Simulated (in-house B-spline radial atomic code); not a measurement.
Configurations of Sr²⁺, with energies counted from [Ar] 3d10 4s2 4p6. Computed with a radial B-spline atomic code at the basis-set limit: Dirac-Hartree-Fock, average of configuration, Fermi nucleus of rms radius 4.224 fm. Energies include first-order Breit, QED and recoil terms.

Occupations are held fixed; configurations that lie above the ionisation limit could autoionise.

```
                configuration  E - E(ref) (eV)  highest orbital  its <r> (bohr)
        [Ar] 3d10 4s2 4p5 5f1           37.215            5f5/2           10.14
        [Ar] 3d10 4s2 4p5 8d1             39.5            8d5/2           21.64
        [Ar] 3d10 4s2 4p5 8f1           40.268            8f5/2           29.36
        [Ar] 3d10 4s1 4p6 5d1           56.083            5d5/2           5.853
        [Ar] 3d10 4s1 4p6 4f1           57.418            4f5/2           5.746
        [Ar] 3d10 4s1 4p6 6d1            59.64            6d5/2            10.1
        [Ar] 3d10 4s1 4p6 8d1           62.491            8d5/2           21.56
         [Ar] 3d9 4s2 4p6 5g1           152.23            5g9/2           9.159
         [Ar] 3d9 4s2 4p6 6g1           153.73            6g7/2           14.65
[Ne] 3s2 3p5 3d10 4s2 4p6 5d1           290.11            5d5/2           5.737
[Ne] 3s2 3p5 3d10 4s2 4p6 5f1            294.4            5f5/2           10.12
[Ne] 3s2 3p5 3d10 4s2 4p6 7d1           295.59            7d5/2           15.16
```

Task: Order these further configurations by energy, lowest first.
A. [Ar] 3d10 4s2 4p5 8s1
B. [Ne] 3s2 3p5 3d10 4s2 4p6 4d1
C. [Ar] 3d10 4s1 4p6 8p1
D. [Ar] 3d10 4s2 4p5 8g1
E. [Ar] 3d9 4s2 4p6 8f1

Result: A (38.373 eV), D (40.301 eV), C (61.789 eV), E (155.18 eV), B (279.64 eV).

Task: How far above the reference does [Ar] 3d10 4s1 4p6 8f1 lie?

Result: 63.266 eV; its least bound orbital is 8f5/2 with <r> = 29.3 bohr.

Task: How far above the reference does [Ar] 3d10 4s2 4p5 7g1 lie?

Result: 39.715 eV; its least bound orbital is 7g7/2 with <r> = 21.15 bohr.

Task: How far above the reference does [Ar] 3d10 4s1 4p6 7f1 lie?

Result: 62.664 eV; its least bound orbital is 7f5/2 with <r> = 21.89 bohr.

Task: One of these lies 39.67 eV from the reference. Which?
A. [Ar] 3d10 4s2 4p5 7f1
B. [Ne] 3s2 3p5 3d10 4s2 4p6 7g1
C. [Ne] 3s2 3p5 3d10 4s2 4p6 8f1
D. [Ne] 3s2 3p5 3d10 4s2 4p6 7f1

Result: A.
